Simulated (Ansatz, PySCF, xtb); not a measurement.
Isomers of CH4OSi: 1 is C[Si]O, 2 is CO[SiH]; one conformer of each (the lowest of an xTB search), B3LYP-D3(BJ)/def2-TZVP minima.
Isomer 1 (charge 0, multiplicity 1, Z-matrix in Å and degrees):
```
C
H 1 1.0919
H 1 1.0969 2 107.98
H 1 1.0969 2 107.99 3 -115.77
Si 1 1.9144 2 112.49 3 122.12
O 5 1.6618 1 100.61 2 179.95
H 6 0.9650 5 120.02 1 0.10
```
Isomer 2 (charge 0, multiplicity 1):
```xyz
7

C     -0.7956     0.0849     0.2191
O      0.1962    -0.9328     0.2525
Si     1.8321    -0.8527     0.1123
H     -1.3473     0.0737     1.1603
H     -1.4895    -0.1227    -0.5968
H     -0.3390     1.0673     0.0723
H      1.9430     0.6822    -0.0672
```

No zero-point or thermal terms.

Correlated levels freeze the cores. CBS(a, b) extrapolates the correlation energy as X⁻³ and adds the Hartree–Fock energy of set b. Rows in 3-21G carry no dispersion term and start afresh at each structure.

Programs: Ansatz (Gaussian orbitals); PySCF for 3-21G rows, the dispersion terms; xtb for the GFN methods. Each number belongs to the level named beside it.

| level | electronic energy of isomer 2 less that of isomer 1 (kcal/mol) |
|---|---|
| GFN1-xTB | 4.53 |
| HF/3-21G | 19.83 |
| HF/cc-pV(T+d)Z | 19.45 |
| HF/cc-pV(Q+d)Z | 19.49 |
| B3LYP/def2-TZVPP | 21.39 |
| B3LYP-D3(BJ)/def2-TZVPP | 21.68 |
| CAM-B3LYP-D3(BJ)/def2-TZVPP | 21.51 |
| MP2/cc-pV(T+d)Z | 24.09 |
| CCSD(T)/CBS(cc-pV(T+d)Z, cc-pV(Q+d)Z) | [?] |

Task: Some entries are withheld; supply them.

Result: 
- CCSD(T)/CBS(cc-pV(T+d)Z, cc-pV(Q+d)Z), electronic energy of isomer 2 less that of isomer 1 (kcal/mol): 23.54

Ansatz is a quantum-chemistry and plane-wave program.
